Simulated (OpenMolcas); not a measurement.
# How basis sets differ on CH2BF3O (SMILES OC(F)B(F)F)

CH2BF3O has 8 atoms, charge 0, and is taken as a singlet. SMILES: `OC(F)B(F)F`. Geometry: relaxed at PBE0-D4/def2-TZVP. This is one conformer, not always the lowest.

```xyz
8

O    -0.1973   -1.3239    0.4662
C     0.4465   -0.1641    0.0864
F     1.1667    0.3628    1.1467
B    -0.6735    0.8660   -0.3922
F    -1.2580    0.6891   -1.5560
F    -1.0230    1.8983    0.3330
H     0.4454   -2.0331    0.5664
H     1.1854   -0.3522   -0.7062
```

Each level gives the dipole moment (D). The values are calculated.

```csv
level,kind,program,value (D),CPU time
HF/ANO-R0 (sfX2C),Hartree–Fock,OpenMolcas,1.32,5.1 s
HF/ANO-RCC-MB (DKH2),Hartree–Fock,OpenMolcas,2.80,7.1 s
HF/STO-3G,Hartree–Fock,OpenMolcas,1.53,2 s
HF/3-21G,Hartree–Fock,OpenMolcas,3.00,2.8 s
HF/def2-SVP,Hartree–Fock,OpenMolcas,2.73,9.5 s
```

The values span 1.32 to 3.00 D. Magnitudes only. Sets without polarisation functions give poor dipoles. CPU times are rough (shared hosts, several kinds of processor and program).
